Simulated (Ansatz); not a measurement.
`C[CH2][GeH2][CH3]` → `[CH3][GeH3]` + `C=C` at 600 K and 1 bar (β-hydride elimination).

Isolated molecules relaxed with PBE0-D4/def2-TZVP in Ansatz; ΔE leaves out vibrations. CCSD(T)/CBS adds triple-zeta CCSD(T) − MP2 to the extrapolated MP2 energy (def2 sets, frozen cores). This one scheme is used for every species. For Ge outer-core shells are correlated without core-valence functions, which leaves a few kJ/mol of doubt a bond. Scalar relativity is left out up to krypton. One conformer a species, not always the lowest.

```
            species  CCSD(T)/CBS energy (Eh)  H − E (kJ/mol)  S (J/(mol·K))
`C[CH2][GeH2][CH3]`              -2196.29761           376.6          455.4
      `[CH3][GeH3]`              -2117.76728           197.4          330.8
              `C=C`                -78.48111           161.6          257.2
```

H − E and S are ideal-gas, rigid-rotor, harmonic terms from PBE0-D4/def2-TZVP, for one conformer and one mirror image of each species. 1 Eh = 2625.50 kJ/mol, R = 8.31446 J/(mol·K).

**Question.** By hand: ΔE, ΔH, ΔS and ΔG.

**Answer.** ΔE = (-2117.76728) + (-78.48111) − (-2196.29761) = 0.04922 Eh = 129.2 kJ/mol. Δ(H − E) = 197.4 + 161.6 − 376.6 = -17.6, so ΔH = 111.6 kJ/mol. ΔS = 330.8 + 257.2 − 455.4 = 132.6 J/(mol·K). ΔG = 111.6 − 600 × (132.6)/1000 = 32.0 kJ/mol.

**Question.** By hand: the equilibrium constant, and the temperature at which ΔG would vanish if ΔH and ΔS stayed fixed.

**Answer.** log₁₀ K = −ΔG/(RT ln 10) = -2.8. ΔG = 0 at ΔH/ΔS = 842 K.

The number of gas molecules changes by +1, which sets the sign of ΔS. A doubt of 5 kJ/mol in ΔE shifts log₁₀ K by 0.4 here. Other conformers and mirror images would add mixing entropy, several J/(mol·K) or more a flexible species. These are equilibria of isolated gas molecules and say nothing of rates. Largest T1 diagnostic: 0.011 (customary marks: 0.02 for closed shells, 0.045 for open ones).
